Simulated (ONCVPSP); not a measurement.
**Cu (Z = 29) ONCV: all-electron and pseudo phase curves**

ONCVPSP 4.0.1 input, shortened (lines: element, Z, core and valence counts, functional; n l f; lmax; l rc ep ncon nbas qcut; lloc lpopt rc5 dvloc0; l nproj debl; icmod fcfact rcfact), LDA (Perdew-Wang 92), scalar-relativistic:

```
  Cu 29.00    3    4  -001012      upf
    1    0    2.00
    2    0    2.00
    2    1    6.00
    3    0    2.00
    3    1    6.00
    3    2   10.00
    4    0    1.00
    2
    0    1.00    0.00    5    8   11.50
    1    0.85    0.00    4    7   17.00
    2    1.25    0.00    3    8   11.50
    4    5    0.65    0.00
    0    2    0.90
    1    2    0.90
    2    2    2.80
    3    2.50    1.05
```

In the p channel the program set the typed energies aside and used -2.647, 0.250 Ha.

The phase is arctan(r·R′/R) of the radial function R(r), unwrapped; energies in Ha, scanned from -6 to 5 Ha. A pole is an energy at which the radial function vanishes at the test radius. The pseudo phase is shifted by a multiple of π to meet the all-electron one at the reference energy, and phase errors are pseudo minus all-electron; the curves can meet again beyond the range given. Levels narrower than the energy grid can be missing from the lists of poles.

```json
{"channel": "s", "radius (bohr)": "1.01", "reference energy (Ha)": "-0.18", "poles, all-electron": "-2.17", "poles, pseudo": "-2.17", "unbroken range about the reference energy with phases within 0.05 rad": "the whole range", "phase error 1 Ha above the reference energy (rad)": "+0.000"}
{"channel": "p", "radius (bohr)": "0.86", "reference energy (Ha)": "-2.65", "poles, all-electron": "1.92", "poles, pseudo": "1.92", "unbroken range about the reference energy with phases within 0.05 rad": "the whole range", "phase error 1 Ha above the reference energy (rad)": "+0.000"}
{"channel": "d", "radius (bohr)": "1.27", "reference energy (Ha)": "-0.20", "poles, all-electron": "0.74", "poles, pseudo": "0.74", "unbroken range about the reference energy with phases within 0.05 rad": "the whole range", "phase error 1 Ha above the reference energy (rad)": "-0.000"}
```

Phases in the p channel:

| E (Ha) | all-electron | pseudo |
| --- | --- | --- |
| -5.96 | 0.264 | 0.264 |
| -5.68 | 0.131 | 0.131 |
| -5.40 | -0.015 | -0.015 |
| -5.12 | -0.169 | -0.169 |
| -4.84 | -0.323 | -0.323 |
| -4.56 | -0.471 | -0.471 |
| -4.28 | -0.609 | -0.609 |
| -4.00 | -0.731 | -0.731 |
| -3.72 | -0.839 | -0.839 |
| -3.44 | -0.933 | -0.933 |
| -3.16 | -1.013 | -1.013 |
| -2.88 | -1.083 | -1.083 |
| -2.60 | -1.143 | -1.143 |
| -2.32 | -1.195 | -1.195 |
| -2.04 | -1.241 | -1.241 |
| -1.76 | -1.282 | -1.282 |
| -1.48 | -1.317 | -1.317 |
| -1.20 | -1.350 | -1.350 |
| -0.92 | -1.379 | -1.379 |
| -0.64 | -1.405 | -1.405 |
| -0.36 | -1.429 | -1.429 |
| -0.08 | -1.450 | -1.450 |
| 0.20 | -1.471 | -1.471 |
| 0.48 | -1.490 | -1.490 |
| 0.76 | -1.507 | -1.507 |
| 1.04 | -1.524 | -1.524 |
| 1.32 | -1.540 | -1.540 |
| 1.60 | -1.554 | -1.554 |
| 1.88 | -1.569 | -1.569 |
| 2.16 | -1.582 | -1.582 |
| 2.44 | -1.595 | -1.595 |
| 2.72 | -1.608 | -1.608 |
| 3.00 | -1.621 | -1.621 |
| 3.28 | -1.633 | -1.633 |
| 3.56 | -1.645 | -1.645 |
| 3.84 | -1.657 | -1.657 |
| 4.12 | -1.669 | -1.669 |
| 4.40 | -1.681 | -1.681 |
| 4.68 | -1.693 | -1.693 |
| 4.96 | -1.705 | -1.705 |
